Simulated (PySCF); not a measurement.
# Electron correlation in Sn (tin, neutral)

[Kr] 4d10 5s2 5p2, high-spin 3P determinant. All numbers are calculated (PySCF 2.14, scalar relativity by spin-free X2C-1e, in aug-cc-pVQZ-DK3 (9s8p6d3f2g, 102 functions)). Frozen: [Kr] 4d10; 4 electrons correlated.

| level | correlation energy (mhartree) |
| --- | --- |
| CCSD | -57.90 |
| (T) | -1.82 |
| CCSD(T) | -59.72 |

Diagnostics: T1 = 0.0097, D1 = 0.0249, largest double amplitude 0.069.

Q: Is a single reference adequate?

A: Yes, within this model without spin-orbit coupling: T1 lies below 0.03 and no double amplitude reaches 0.07.
